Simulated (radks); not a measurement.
Initial-state core-level shifts of neutral molybdenum when its valence configuration changes from [Kr] 4d5 5s1. Calculated with a radial shooting solver on a logarithmic mesh with Libxc functionals: Dirac Kohn-Sham, PBEsol, spin-unpolarised, spherical densities, finite nucleus; open shells fill j = l - 1/2 first; Fermi nuclear charge, rms radius 4.4091 fm. Shifts are changes of the shell-averaged eigenvalues in eV (positive: less bound); the change of the density at the nucleus, which sets a Mossbauer isomer shift, is in e/bohr^3, on a base of 9.072e+04.

| valence | 2s | 3d | 4s | 4p | density at nucleus |
|---|---|---|---|---|---|
| 4d4 5s1 5p1 | -4.234 | -4.215 | -4.020 | -3.880 | +3.598 |
| 4d3 5s2 5p1 | -7.945 | -7.843 | -7.230 | -6.894 | +22.043 |
| 4d5 5p1 | -1.238 | -1.253 | -1.298 | -1.310 | -10.642 |
| 4d1 5s2 5p3 | -19.374 | -18.952 | -16.828 | -15.953 | +39.793 |
| 4d4.5 5s1 5p0.5 | -2.044 | -2.039 | -1.965 | -1.904 | +1.649 |
| 4d4 5s2 | -2.963 | -2.933 | -2.717 | -2.577 | +14.870 |
| 4d6 | +2.236 | +2.230 | +2.128 | +2.028 | -11.409 |
| 4d3 5s1 5p2 | -9.115 | -9.022 | -8.402 | -8.056 | +8.539 |
| 4d5.5 5s0.5 | +1.212 | +1.207 | +1.144 | +1.090 | -6.070 |
